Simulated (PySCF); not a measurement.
Two species compared at the same levels of theory.

First species: C₄H₁₁FOSi.
Numbering: `[CH3:1][CH:2]([CH3:3])[O:4][Si@H:5]([CH3:6])[F:7]` (hydrogens: H8, H9, H10 on C1; H11 on C2; H12, H13, H14 on C3; H15 on Si5; H16, H17, H18 on C6)

Second species: C4H11FOSi.
Structure used (GFN2-xTB), in Å, numbered top down from 1:
```
atom  x, y, z in Å
C1     3.5447   -0.4356   -0.3776
O2     2.2274    0.0098   -0.4835
Si3    0.8786   -0.7358    0.0170
C4    -0.4778    0.4710   -0.5175
C5    -1.8525   -0.0115   -0.0814
C6    -2.9452    0.9387   -0.5477
F7    -4.1776    0.5187   -0.1025
H8     3.6965   -1.3345   -0.9792
H9     3.7969   -0.6659    0.6596
H10    4.2005    0.3561   -0.7410
H11    0.7129   -2.0476   -0.6233
H12    0.8962   -0.9410    1.4707
H13   -0.4688    0.5909   -1.6018
H14   -0.2947    1.4607   -0.0969
H15   -1.8953   -0.0891    1.0061
H16   -2.0496   -1.0043   -0.4886
H17   -3.0052    0.9784   -1.6406
H18   -2.7958    1.9474   -0.1482
```

Levels: PBE0/def2-SVPD for dipole moment, HOMO energy, LUMO energy, HOMO–LUMO gap, static isotropic polarisability and electronic spatial extent ⟨r²⟩ about the centre of nuclear charge; TDDFT PBE0/def2-SVPD for lowest singlet excitation; TDA PBE0/def2-SVPD for lowest triplet excitation (Tamm–Dancoff); GFN2-xTB for rotational constant A and rotational constant C. Geometries: GFN2-xTB. Each structure is a single optimised conformer of the isolated species, non-relativistic unless stated; the electronic structure was computed with PySCF and density fitting.

The conformers computed, where there is a choice (atom-mapped SMILES and torsion angles):
- `[CH3:1][CH:2]([CH3:3])[O:4][Si@H:5]([CH3:6])[F:7]`: C1–C2–O4–Si5 159°, C2–O4–Si5–C6 177°
- `[CH3:1][O:2][SiH2:3][CH2:4][CH2:5][CH2:6][F:7]`: C1–O2–Si3–C4 -179°, O2–Si3–C4–C5 -177°, Si3–C4–C5–C6 -178°, C4–C5–C6–F7 -178°

Values for the first species:

| Quantity | Value |
| --- | --- |
| Dipole moment | 1.51 D |
| HOMO energy | -8.41 eV |
| LUMO energy | 0.71 eV |
| HOMO–LUMO gap | 9.12 eV |
| Lowest singlet excitation | 7.97 eV |
| Lowest triplet excitation (Tamm–Dancoff) | 7.69 eV |
| Static isotropic polarisability | 77.2 au |
| Electronic spatial extent ⟨r²⟩ about the centre of nuclear charge | 1179 bohr² |
| Rotational constant A | 3.547 GHz |
| Rotational constant C | 1.052 GHz |

**Question.** Estimate the same properties for the second species, and the change in each.

**Answer.** 
| property | first | second | second less first |
| --- | --- | --- | --- |
| dipole moment | 1.51 D | 2.40 D | +0.89 D |
| HOMO energy | -8.41 eV | -8.19 eV | +0.22 eV |
| LUMO energy | 0.71 eV | 0.31 eV | -0.40 eV |
| HOMO–LUMO gap | 9.12 eV | 8.50 eV | -0.62 eV |
| lowest singlet excitation | 7.97 eV | 7.06 eV | -0.91 eV |
| lowest triplet excitation (Tamm–Dancoff) | 7.69 eV | 6.75 eV | -0.94 eV |
| static isotropic polarisability | 77.2 au | 80.6 au | +3.4 au |
| electronic spatial extent ⟨r²⟩ about the centre of nuclear charge | 1179 bohr² | 1804 bohr² | +625 bohr² |
| rotational constant A | 3.547 GHz | 11.008 GHz | +7.461 GHz |
| rotational constant C | 1.052 GHz | 0.594 GHz | -0.458 GHz |

On the first: The 8 singlets span 7.97 to 8.93 eV, and their oscillator strengths add up to 0.32. No computed singlet falls in the visible range (750 to 380 nm, 1.65 to 3.26 eV); S1 lies 4.71 eV above its blue end.

On the second: S1 lies 1.44 eV below the HOMO–LUMO gap; its leading configuration is HOMO→LUMO, weight 0.97. The polarisability is 11.95 Å³ as a volume (1 au = 0.148185 Å³), or 1.22 au for each of the 66 electrons.
